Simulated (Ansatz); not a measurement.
Z-matrix (Å, degrees):
```
C
C 1 1.504
H 1 1.091 2 110.8
H 1 1.092 2 109.6 3 -119.7
H 1 1.091 2 110.8 3 120.6
O 2 1.437 1 107.4 3 -60.4
H 2 1.093 1 111.4 3 58.8
H 2 1.093 1 111.4 3 -179.5
C 6 1.332 2 116.1 1 179.5
F 9 1.343 6 112.8 2 -60.5
F 9 1.343 6 112.8 2 60.0
F 9 1.323 6 108.5 2 179.7
```

Total charge 0; spin multiplicity 1.

**Question.** List the PBE/def2-TZVPP orbital energies in eV (the Gaussian-basis code of Ansatz). (An estimate is asked.)

**Answer.** The calculation gave: Occupied: -660.99, -660.87, -660.87, -511.67, -276.43, -270.88, -269.15, -33.40, -30.87, -30.67, -27.44, -19.85, -17.25, -16.07, -14.91, -14.83, -14.47, -12.25, -11.37, -11.12, -11.06, -10.85, -10.26, -9.82, -9.74, -9.56, -9.22, -8.84, -7.54. Lowest empty: 0.42, 1.40, 1.63, 1.75, 2.12, 2.60, 2.87, 3.39.
